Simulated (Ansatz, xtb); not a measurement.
**C3H10BNO: which of two isomers lies lower**

Structure a: `CCNBOC`, a singlet. Structure b: `COBN(C)C`, a singlet. Both are isolated molecules in the gas phase, relaxed with B3LYP/def2-SVP; each stands in its lowest conformer found.

Energies in hartree; the thermal terms are from GFN2-xTB frequencies at re-optimised GFN2-xTB minima (ideal gas, soft modes damped towards free rotors, one conformer each, 298.15 K, 1 atm) and include the zero-point energy:

|  | a | b |
| --- | --- | --- |
| E, CCSD(T)/def2-SVP | −274.262977 | −274.253390 |
| E, MP2/def2-SVP | −274.169819 | −274.159598 |
| E, MP2/def2-TZVPP | −274.685054 | −274.674398 |
| zero-point energy | 0.135445 | 0.134662 |
| H(298 K) − E | 0.144797 | 0.144054 |
| G(298 K) − E | 0.102704 | 0.102269 |

Correct the CCSD(T) difference for the basis set by the MP2 change, then work out ΔE, ΔE₀, ΔH and ΔG for a → b in kJ/mol (1 Eh = 2625.50 kJ/mol) and the equilibrium ratio [b]/[a].

1. Differences b − a: CCSD(T) +0.009587, MP2 in the small set +0.010221, MP2 in the large set +0.010656 Eh.
2. ΔE = +0.009587 + (+0.010656 − (+0.010221)) = +0.010022 Eh = +26.31 kJ/mol.
3. ΔE₀ = ΔE + ΔZPE = +0.010022 + (−0.000783) Eh = +24.26 kJ/mol.
4. ΔH = ΔE + (−0.000743) Eh = +24.36 kJ/mol.
5. ΔG = ΔE + (−0.000435) Eh = +25.17 kJ/mol, so ΔS = (ΔH − ΔG)/T = −2.7 J/(mol K).
6. kT = 0.9442 mEh, so K = [b]/[a] = exp(−ΔG/kT) = exp(−10.15) ≈ 3.9 × 10^−5.

Structure a is favoured at this temperature. An error of 4 kJ/mol in ΔG would change K by a factor of 5. GFN2-xTB found them nearly level. Mirror images and further conformers aren't counted.

As drawn, b has 1 C–N, 1 C–H in place of 1 C–C, 1 N–H.

Other levels gave ΔE = 0.0 (GFN2-xTB); +11.9 (HF/STO-3G, GFN2-xTB geometries); +25.4 (r2SCAN-D4/def2-SVP, GFN2-xTB geometries); +27.0 (B3LYP/def2-SVP); +29.5 (HF/def2-SVP); +26.8 (MP2/def2-SVP); +25.2 (CCSD(T)/def2-SVP) kJ/mol. The correlated steps freeze 6 core orbitals. Programs: Ansatz 0.2.0, xtb 6.7.1.
